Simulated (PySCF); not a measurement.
Positional isomers: thiophene mercapto+boryl. All species are isolated molecules in the gas phase. One relaxed conformer stands for each flexible species; it need not be the lowest. Strings in code marks are SMILES. All members: neutral, multiplicity 1. Level: B3LYP-D3(BJ)/def2-TZVP // PBE0-D4/def2-SVP (PySCF). B3LYP has the VWN-RPA correlation part, as in Gaussian. Delta-SCF ions had no search for a lower state.  The removal energy is E(N − 1 electrons) − E(N electrons) at the parent's geometry; ε(HOMO) is measured against the vacuum level.

```json
[
 {"species": "`Bc1cscc1S` (H–B–C–C torsion 180°, C–C–S–H torsion 0°)", "−ε(HOMO) (eV)": "6.17", "vertical ionisation energy (Delta-SCF) (eV)": "8.18"},
 {"species": "`Bc1ccsc1S` (H–B–C–C torsion 180°, S–C–S–H torsion 180°)", "−ε(HOMO) (eV)": "6.22", "vertical ionisation energy (Delta-SCF) (eV)": "8.16"},
 {"species": "`Bc1sccc1S` (H–B–C–S torsion -180°, C–C–S–H torsion -180°)", "−ε(HOMO) (eV)": "6.33", "vertical ionisation energy (Delta-SCF) (eV)": "8.32"},
 {"species": "`Bc1ccc(S)s1` (H–B–C–S torsion 0°, S–C–S–H torsion 0°)", "−ε(HOMO) (eV)": "6.40", "vertical ionisation energy (Delta-SCF) (eV)": "8.32"},
 {"species": "`Bc1cc(S)cs1` (H–B–C–S torsion 0°, C–C–S–H torsion 55°)", "−ε(HOMO) (eV)": "6.67", "vertical ionisation energy (Delta-SCF) (eV)": "8.67"},
 {"species": "`Bc1csc(S)c1` (H–B–C–C torsion 0°, S–C–S–H torsion 79°)", "−ε(HOMO) (eV)": "6.92", "vertical ionisation energy (Delta-SCF) (eV)": "withheld"}
]
```

**Question.** Fit vertical ionisation energy (Delta-SCF) = a + b·x to the 5 complete rows by least squares, with x = −ε(HOMO) in eV. Give a, b and the rms residual, and predict the withheld value.

**Answer.** Means of the 5 rows: x̄ = 6.358, ȳ = 8.33 eV. Σ(x − x̄)² = 0.15428 and Σ(x − x̄)(y − ȳ) = 0.1576, so b = 1.022 and a = ȳ − b·x̄ = 1.832 eV. The rms residual is 0.035 eV. At x = 6.92 the line gives 8.90 eV, outside the range of the fitted rows. The run for `Bc1csc(S)c1` (H–B–C–C torsion 0°, S–C–S–H torsion 79°) gave 8.87 eV, so the line is off by 0.03 eV, within twice the rms residual.

Codes: PySCF.
